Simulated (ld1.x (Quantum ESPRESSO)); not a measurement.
## Sb: excitation energies, all-electron against RRKJ

Sb, norm-conserving RRKJ (Kleinman–Bylander form), made with ld1.x (Quantum ESPRESSO) 7.5 (LDA (PZ), scalar-relativistic). Core [Kr], reference 4d10 5s2 5p3. Waves: 5p (bound): rc 1.95 bohr; 4d (bound): rc 1.00 bohr; 5s (bound): rc 1.85 bohr. Local part: the s channel. Core correction: a·sin(br)/r model core, default radius (core density twice the valence density). rho0 = 0.001.

Energies are relative to the spin-unpolarised reference configuration 4d10 5s2 5p3; without spin polarisation the order of configurations can differ from experiment. Spin-polarised rows fill each open shell by Hund’s rule, majority spin first.

```json
{"valence configuration": "4d10 5s2 5p2", "charge": "+1", "ΔE all-electron (eV)": "8.521", "error AE − PS (meV)": "-1.2"}
{"valence configuration": "4d10 5s2 5p1", "charge": "+2", "ΔE all-electron (eV)": "24.774", "error AE − PS (meV)": "-2.4"}
{"valence configuration": "4d10 5s2 5p0", "charge": "+3", "ΔE all-electron (eV)": "49.559", "error AE − PS (meV)": "-8.2"}
{"valence configuration": "4d10 5s2 5p2.5", "charge": "+0.5", "ΔE all-electron (eV)": "3.355", "error AE − PS (meV)": "-0.5"}
{"valence configuration": "4d9 5s2 5p3", "charge": "+1", "ΔE all-electron (eV)": "40.796", "error AE − PS (meV)": "-394"}
{"valence configuration": "4d10 5s0 5p5", "charge": "0", "ΔE all-electron (eV)": "16.646", "error AE − PS (meV)": "-10"}
{"valence configuration": "4d10 5s2 5p2 (spin-polarised)", "charge": "+1", "ΔE all-electron (eV)": "7.930", "error AE − PS (meV)": "+4.0"}
```

**Question.** What are ΔE and the potential's error for 4d9 5s2 5p4?

**Answer.** ΔE = 31.004 eV all-electron; the error (AE − PS) is -452 meV.

**Question.** What are ΔE and the potential's error for 4d10 5s2 5p3 (spin-polarised)?

**Answer.** ΔE = -1.092 eV all-electron; the error (AE − PS) is +9.2 meV.

Levels in the configuration 4d10 5s2 5p2.5:

```json
{"level": "4d", "all-electron (eV)": "-37.628", "pseudo (eV)": "-37.603"}
{"level": "5s", "all-electron (eV)": "-16.874", "pseudo (eV)": "-16.872"}
{"level": "5p", "all-electron (eV)": "-8.476", "pseudo (eV)": "-8.476"}
```
